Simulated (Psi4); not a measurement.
Zn (SMILES [Zn]), singlet; Psi4 1.11 with BHHLYP/def2-SVP.

Psi4 was given this input:
```
memory 2 GB

molecule {
0 1
Zn    0.00000000    0.00000000    0.00000000
}

set {
  basis def2-svp
  scf_type pk
  puream true
  d_convergence 1e-8
  dft_radial_points 99
  dft_spherical_points 590
}

energy('bhhlyp')
print_variables()
```

The log (banner, timings and long lists left out):

```
   => Loading Basis Set <=

    Name: DEF2-SVP
    Role: ORBITAL
    Keyword: BASIS

         ---------------------------------------------------------
                                   SCF
               by Justin Turney, Rob Parrish, Andy Simmonett
                          and Daniel G. A. Smith
                              RKS Reference
         ---------------------------------------------------------

  ==> Geometry <==

    Molecular point group: d2h
    Geometry (in Angstrom), charge = 0, multiplicity = 1:

       Center              X                  Y                   Z               Mass
    ------------   -----------------  -----------------  -----------------  -----------------
         ZN           0.000000000000     0.000000000000     0.000000000000    63.929142010000

  Running in d2h symmetry.

  Rotational constants: A = ************  B = ************  C = ************ [cm^-1]
  Rotational constants: A = ************  B = ************  C = ************ [MHz]
  Nuclear repulsion =    0.000000000000000

  Charge       = 0
  Multiplicity = 1
  Electrons    = 30
  Nalpha       = 15
  Nbeta        = 15

  ==> Algorithm <==

  SCF Algorithm Type is PK.
  DIIS enabled.
  MOM disabled.
  Fractional occupation disabled.
  Guess Type is CORE.
  Energy threshold   = 1.00e-06
  Density threshold  = 1.00e-08
  Integral threshold = 1.00e-12

  ==> Primary Basis <==

  Basis Set: DEF2-SVP
    Blend: DEF2-SVP
    Number of shells: 11
    Number of basis functions: 31
    Number of Cartesian functions: 36
    Spherical Harmonics?: true
    Max angular momentum: 3

  ==> DFT Potential <==

   => LibXC <=

    Version 7.1.2
    S. Lehtola, C. Steigemann, M. J. T. Oliveira, and M. A. L. Marques,  SoftwareX 7, 1–5 (2018) (10.1016/j.softx.2017.11.002)

   => Composite Functional: BHANDHLYP <=

    BHandHLYP Hyb-GGA Exchange-Correlation Functional

    A. D. Becke,  J. Chem. Phys. 98, 1372 (1993) (10.1063/1.464304)
    Defined through Gaussian implementation.

    Deriv               =              1
    GGA                 =           TRUE
    Meta                =          FALSE

    Exchange Hybrid     =           TRUE
    MP2 Hybrid          =          FALSE

   => Exchange Functionals <=

    0.5000         Becke 88

   => Exact (HF) Exchange <=

    0.5000               HF

   => Correlation Functionals <=

    1.0000   Lee, Yang & Parr

   => LibXC Density Thresholds  <==

    XC_HYB_GGA_XC_BHANDHLYP:  1.00E-15

   => Molecular Quadrature <=

[...]
   @RKS iter   9: -1779.10120547124961   -5.77475e-08   9.73961e-07 DIIS
   @RKS iter  10: -1779.10120547130555   -5.59339e-11   1.29648e-07 DIIS
   @RKS iter  11: -1779.10120547130623   -6.82121e-13   1.07280e-08 DIIS
   @RKS iter  12: -1779.10120547130623    0.00000e+00   4.79674e-11 DIIS
  Energy and wave function converged.

  ==> Post-Iterations <==

   Electrons on quadrature grid:
      Ntotal   =   29.9999999625 ; deviation = -3.750e-08

    Orbital Energies [Eh]
    ---------------------

    Doubly Occupied:

[...]
    Virtual:

[...]
       5B3u    6.759069

    Final Occupation by Irrep:
             Ag   B1g   B2g   B3g    Au   B1u   B2u   B3u
    DOCC [     6,    1,    1,    1,    0,    2,    2,    2 ]
    NA   [     6,    1,    1,    1,    0,    2,    2,    2 ]
    NB   [     6,    1,    1,    1,    0,    2,    2,    2 ]

  @RKS Final Energy: -1779.10120547130623

   => Energetics <=

    Nuclear Repulsion Energy =              0.0000000000000000
    One-Electron Energy =               -2483.4623033886487065
    Two-Electron Energy =                 740.7026956836884892
    DFT Exchange-Correlation Energy =     -36.3415977663459842
    Empirical Dispersion Energy =           0.0000000000000000
    VV10 Nonlocal Energy =                  0.0000000000000000
    Total Energy =                      -1779.1012054713062298

Computation Completed

Properties will be evaluated at   0.000000,   0.000000,   0.000000 [a0]

Properties computed using the SCF density matrix

 Multipole Moments:

 ------------------------------------------------------------------------------------
     Multipole            Electronic (a.u.)      Nuclear  (a.u.)        Total (a.u.)
 ------------------------------------------------------------------------------------

 L = 1.  Multiply by 2.5417464519 to convert [e a0] to [Debye]
 Dipole X            :          0.0000000            0.0000000            0.0000000
 Dipole Y            :          0.0000000            0.0000000            0.0000000
 Dipole Z            :          0.0000000            0.0000000            0.0000000
 Magnitude           :                                                    0.0000000

 ------------------------------------------------------------------------------------

  Variable Map:
  ----------------------------------------------------------------------------
[...]
  Array Variable Map:
  ----------------------------------------------------------------------------
[...]
[...]
```
